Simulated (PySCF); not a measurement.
## TiOF, doublet: structure and spectrum

Computed with PySCF, UPBE0, basis Ti def2-TZVP, O def2-TZVP, F def2-TZVP (no relativity, density fitting).

The structure is a minimum.

```xyz
3
charge 0 multiplicity 2, angstrom
Ti   -0.0905    0.0000   -0.3423
O    -1.5350    0.0000    0.3786
F     1.5201    0.0000    0.5306
```

```json
{
  "Point group": "Cs",
  "Bond lengths": "Ti–F 1.832 Å, Ti–O 1.614 Å",
  "Bond angles": "F–Ti–O 125.0°",
  "Rotational symmetry number": "1",
  "Heat capacity Cp at 298.15 K": "46.5 J/(mol K)",
  "Rotational constants": "1.354, 0.2036, 0.177 cm⁻¹",
  "Spin squared ⟨S²⟩": "0.757",
  "Zero-point energy": "11.0 kJ/mol",
  "Enthalpy at 298.15 K above 0 K": "12.14 kJ/mol",
  "Dipole moment": "5.49 D",
  "Principal polarisabilities": "18.1, 38.6, 90.9 bohr³",
  "Atomisation energy without zero-point energy": "1226 kJ/mol",
  "Entropy at 298.15 K and 1 bar (electronic part: spin only)": "280.4 J/(mol K)",
  "Highest occupied level (α)": "-5.80 eV",
  "Lowest empty level (α)": "-2.73 eV",
  "Principal quadrupole moments (Buckingham, traceless) about the centre of mass": "-13.82, 5.05, 8.77 D Å"
}
```

Harmonic modes (masses in u: Ti 47.948, O 15.995, F 18.998):
```
symmetry  ω (cm⁻¹)  IR (km/mol)  μ (u)
      a'       126         30.2  20.21
      a'       654          154  22.90
      a'      1050          297  19.33
```

Charges (e):
| atom | Mulliken | Löwdin | polar tensor | spin (Mulliken) | Mayer order to Ti1 |
| --- | --- | --- | --- | --- | --- |
| Ti1 | 1.15 | 0.59 | 1.86 | 1.10 | – |
| O2 | -0.59 | -0.28 | -1.08 | -0.09 | 2.16 |
| F3 | -0.56 | -0.31 | -0.78 | -0.01 | 0.77 |

Mulliken populations on Ti1: s 6.16, p 12.18, d 2.47, f 0.04.

Formally Ti is in oxidation state +3, d1, with 1 unpaired electron. The Mulliken spin on Ti is 1.10. The polar-tensor charge on Ti, 1.86, is below the formal one.

Other isomers or separated fragments may lie lower. Other spin states or occupations of the open shell can lie lower.

The final relaxation and frequency run took 61 s on 4 threads of a shared Arm Neoverse N1 host, with 107 basis functions and 16 gradients; the process peaked at 1 GiB. Launch command: `OMP_NUM_THREADS=4 python axn.py task.json out`.
